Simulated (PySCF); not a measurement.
Compound: [BF3(PMe3)], C₃H₉BF₃P.
Z-matrix (Å and degrees, PBE0-D3(BJ)/def2-SVP geometry), rows numbered from 1:
```
C 
P   1  1.8148
C   2  1.8152  1  106.78
C   2  1.8150  1  106.65  3   113.85
B   2  2.0572  1  111.50  3  -123.49
F   5  1.3733  2  104.33  1    57.27
F   5  1.3730  2  104.98  1   177.50
F   5  1.3744  2  104.13  1   -62.45
H   1  1.0997  2  112.42  3   -56.82
H   1  1.0996  2  108.30  3  -178.34
H   1  1.0996  2  108.34  3    64.82
H   3  1.0997  2  108.37  1   178.74
H   3  1.0998  2  112.35  1    57.26
H   3  1.0996  2  108.43  1   -64.29
H   4  1.0995  2  108.44  1  -178.40
H   4  1.0996  2  108.23  1    64.68
H   4  1.0998  2  112.37  1   -56.79
```

All values: CAM-B3LYP/def2-SVPD (PySCF, non-relativistic), on one gas-phase PBE0-D3(BJ)/def2-SVP geometry that isn't relaxed in the solvent. The solvent is an IEF-PCM continuum (cavity from Bondi-type radii × 1.2). Only the electrostatic response of the medium enters.

Gas phase at CAM-B3LYP/def2-SVPD: HOMO -9.43 eV, LUMO 0.71 eV, dipole 6.99 D.

What does the continuum do to the energy, the frontier levels and the dipole at CAM-B3LYP/def2-SVPD in chloroform and water?

| solvent | ε | E(solvent) − E(gas) (kcal/mol) | polarisation term (kcal/mol) | distortion of the solute (kcal/mol) | HOMO (eV) | LUMO (eV) | dipole (D) |
| --- | --- | --- | --- | --- | --- | --- | --- |
| chloroform | 4.711 | -8.95 | -10.00 | 1.05 | -9.35 | 1.11 | 8.19 |
| water | 78.36 | -12.34 | -14.46 | 2.12 | -9.33 | 1.15 | 8.70 |

The polarisation term is half the interaction of the solute with the surface charges that it induces; the rest is the cost of distorting the solute's density. The sum is the electrostatic part of solvation alone. The atom shares or the degeneracy of the LUMO differ from the gas phase in chloroform and water, so that column needn't follow one orbital. From chloroform to water the lowering changes by a factor 1.38, Onsager's factor (ε − 1)/(2ε + 1) by 1.38 and ε itself by 16.6.

Which radius a makes the point-dipole formula ΔE = −[(ε − 1)/(2ε + 1)]·μ²/a³ give the value in water, with the gas-phase dipole?

μ = 2.750 au and |ΔE| = 0.01966 Eh give a = 3.03 Å; the farthest nucleus lies 2.75 Å from the centroid of the nuclei. The formula assumes a rigid point dipole at the centre of a sphere.

How does the static polarisability (CAM-B3LYP/def2-SVPD, frozen core, with the continuum's full static response) change?

```tsv
medium	isotropic (au)	principal values (au)	⟨r²⟩ of the electrons (bohr²)
gas	76.9	76.1, 76.1, 78.4	1176.6
chloroform	93.3	93.0, 93.0, 93.9	1176.2
water	102.1	101.8, 102.2, 102.3	1176.1
```

The isotropic value in water is 1.33 times the gas-phase one; no cavity-field correction is applied. ⟨r²⟩ is taken about the centre of nuclear charge.
